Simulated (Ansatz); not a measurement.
`[F][In]([F])[Br]` and `[OH][In]([F])[F]` differ in one atom or group.

Ansatz, PBE0-D4/def2-TZVP geometries, multiplicity 1. Each molecule was computed in one conformer, which needn't be the lowest.

Elements past krypton have def2 core potentials. Scalar relativity is left out up to krypton.

```json
{"property": "HOMO–LUMO gap (B3LYP/def2-TZVPP) / eV", "`[F][In]([F])[Br]`": "5.53"}
{"property": "HOMO energy (PBE/def2-TZVPP) / eV", "`[F][In]([F])[Br]`": "-7.98"}
{"property": "LUMO energy (B3LYP/def2-TZVPP) / eV", "`[F][In]([F])[Br]`": "-3.54"}
{"property": "HOMO energy (ωB97M-V/def2-TZVPP) / eV", "`[F][In]([F])[Br]`": "-11.56"}
{"property": "LUMO energy (PBE0/def2-TZVPP) / eV", "`[F][In]([F])[Br]`": "-3.18"}
{"property": "HOMO–LUMO gap (ωB97M-V/def2-TZVPP) / eV", "`[F][In]([F])[Br]`": "10.36"}
```

(1) Give the same properties after the change, and the shifts. (Best estimate.)

## Answers

(1) Ansatz gave: 
```tsv
property	`[OH][In]([F])[F]`	shift
HOMO–LUMO gap (B3LYP/def2-TZVPP) / eV	6.17	0.64
HOMO energy (PBE/def2-TZVPP) / eV	-7.93	0.05
LUMO energy (B3LYP/def2-TZVPP) / eV	-3.24	0.30
HOMO energy (ωB97M-V/def2-TZVPP) / eV	-12.15	-0.59
LUMO energy (PBE0/def2-TZVPP) / eV	-2.84	0.34
HOMO–LUMO gap (ωB97M-V/def2-TZVPP) / eV	11.29	0.93
```

With PBE0 the HOMO falls by 0.33 eV and the LUMO rises by 0.34 eV, so the gap widens by about 0.67 eV. PBE moves the HOMO by 0.05 eV and ωB97M-V by -0.59 eV. The zero-point energy changes by 32.4 kJ/mol with +3 modes.

B3LYP here is the variant with VWN-RPA as its local correlation; programs differ in this.

Spin–orbit coupling is left out; it splits and shifts lone-pair levels of the heavy atoms by tenths of an eV.
